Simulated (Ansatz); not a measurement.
`B[SiH2]N=C` → `CB1N[SiH2]1`  (isomerisation)

Computed with Ansatz on PBE0-D4/def2-TZVP structures; ΔE is electronic, products minus reactants. CBS: MP2 limit from def2 TZ/QZ plus the TZ coupled-cluster correction, frozen cores. Functionals use def2-TZVPP. Each species was taken in one conformer, which may not be the lowest.

```tsv
level	ΔE (kJ/mol)
PBE-D4	-209.0
PBE0-D4	-211.1
B2PLYP	-188.8
PBE	-209.3
r2SCANh	-209.6
LC-ωPBE	-213.3
SCS-MP2/def2-TZVPP	-184.8
MP2/def2-QZVPP	-206.9
```

**Question.** What does CCSD(T)/CBS give? (Estimate.)

**Answer.** Computed: -193.0 kJ/mol. The listed levels differ from it by -16.0, -18.1, 4.2, -16.3, -16.6, -20.3, 8.2, -13.9 kJ/mol.

**Question.** What do rigid-rotor, harmonic-oscillator terms from PBE0-D4/def2-TZVP frequencies (298.15 K, 1 bar) make of the CCSD(T)/CBS value? (Estimate.)

**Answer.** Computed: ΔZPE = +15.9 kJ/mol, ΔH = -179.3 kJ/mol, ΔS = -16 J/(mol·K), ΔG = -174.6 kJ/mol.

Largest T1 diagnostic among the species: 0.013.

From BLYP to BHLYP (50 % exact exchange), in def2-TZVPP and without D4, ΔE moves by −3.6 kJ/mol. Leaving LDA and LC-ωPBE aside and taking each functional with its dispersion term where it has one, the values, not all of them listed here, spread over 33.7 kJ/mol, from HSE06-D4 to BLYP-D4. LDA lies −38.0 kJ/mol from PBE without D4.
